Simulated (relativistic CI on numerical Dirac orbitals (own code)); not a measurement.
# Gd²⁵⁺: sensitivity of the levels to the model

Base calculation: Dirac-Coulomb-Breit CI, separate exchange-only KLI orbitals for each configuration, a model potential for QED, unscaled Slater integrals.

Configuration list (outside the closed core [Ar] 3d10): 4s²4p⁶4d³, 4s²4p⁵4d⁴, 4s²4p⁶4d²4f, 4s4p⁶4d⁴, 4s²4p⁵4d³4f, 4s4p⁶4d³4f, 4s²4p⁶4d²5s, 4s²4p⁶4d²5p, 4s²4p⁶4d4f5s, 4s²4p⁶4d²5d, 4s²4p⁵4d³5s, 4s²4p⁶4d5s5p, 4s²4p⁶4d²5f, 4s²4p⁵4d³5p, 4s²4p⁶4d²5g, 4p⁶4d⁴4f, 4s²4p⁶4d²6s, 4s4p⁶4d²4f5s, 4s4p⁶4d³5s, 4s²4p⁶4d²6p, 4s²4p⁶4d²6f, 4s²4p⁶4d²7p, 4s²4p⁶4d4f², 4s²4p⁶4f³, 4s²4p⁵4d4f³, 4s4p⁶4d4f³, 4s²4p⁶4f²5s, 4s²4p⁶4d5s², 4s²4p⁶4f5s², 4s²4p⁵4d4f5s², 4s4p⁶4d4f5s², 4s²4p⁶4d5p², 4s²4p⁶4f5p², 4s²4p⁵4d4f5p², 4s4p⁶4d4f5p², 4s²4p⁶5s5p². Double excitations out of closed p, d and f shells are left out; levels of such configurations are missing from the list, as are those of other unlisted configurations, and high levels can miss mixing partners. These lack a partner that the ground configuration has and come out too high: 4s²4p⁶4d²5p, 4s²4p⁶4d²5d, 4s²4p⁵4d³5s, 4s²4p⁶4d²5f, 4s²4p⁵4d³5p.

Variants: (1) valence Slater integrals scaled by 0.9; (2) only the first 3 configurations. Shifts of the energy above 4s²4p⁶4d³ ⁴F3/2, in cm⁻¹, for the lowest level and the first level of each name with at least 55 % of one term (blank where a level changes its place among those of its configuration and J or its character, or is not in the variant):

```
            Level     Base   Δ(1)    Δ(2)
  4s²4p⁶4d³ ⁴F3/2        0      0       0
  4s²4p⁶4d³ ⁴F5/2    43381  +1438     +83
  4s²4p⁶4d³ ⁴F7/2    64795   +111    +782
  4s²4p⁶4d³ ⁴P1/2    74230  -1659   +2039
  4s²4p⁶4d³ ⁴P5/2   113464  -2976   +2358
  4s²4p⁶4d³ ²G7/2   114583   -324   +1062
  4s²4p⁶4d³ ²P1/2   142012  -2350   +1197
 4s²4p⁶4d³ ²H11/2   147124  -2840   +1986
  4s²4p⁶4d³ ²D5/2   155153  -4501   +4597
  4s²4p⁶4d³ ²F5/2   163912  -4622   +3116
  4s²4p⁶4d³ ²F7/2   171293  -5333   +4137
4s²4p⁵4d⁴ ⁴I°15/2  1114171   +585  -27431
```

At this charge energies of transitions that change n are usually good to better than 1 %, and those within a shell (Δn = 0) to a few per cent. Terms inside the open d or f shell come out 10 to 20 % too wide with unscaled integrals.

Ionisation energy from the two ground configurations alone: base 851.125 eV. The NIST ASD value (theoretical) is 851 eV.

LS names give the leading component of a level, which can be under half, so a name can repeat, a term be missing and a line seem to break the LS rules.
